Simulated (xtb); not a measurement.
GeF3Br, SMILES [Br][Ge]([F])([F])[F]. All values are semi-empirical tight-binding results from xtb (GFN2-xTB unless named), good for trends rather than for accurate numbers. Geometry: GFN2-xTB.

Optimised geometry:

Bonds (Å): F1–Ge2 1.704, Ge2–F3 1.704, Ge2–F4 1.704, Ge2–Br5 2.226. Angles (°): F1–Ge2–F3 104.9, F1–Ge2–F4 104.9, F1–Ge2–Br5 113.8, F3–Ge2–F4 104.9, F3–Ge2–Br5 113.8, F4–Ge2–Br5 113.8.

For metal compounds this method's bond lengths and energies can be far off.

Computed properties:
| Item | Value |
|---|---|
| point group as xtb finds it | C3v |
| orbital gap | 5.50 eV |
| zero-point energy | 3.7 kcal/mol |
| G − E(el) at 298.15 K (modified RRHO) | -16.7 kcal/mol |

Computed atomic charges and the Wiberg bond orders between heavy atoms:
charges (e) F1 -0.20, Ge2 0.52, F3 -0.20, F4 -0.20, Br5 0.07. Bond orders F1–Ge2 1.09, Ge2–F3 1.09, Ge2–F4 1.09, Ge2–Br5 1.17.
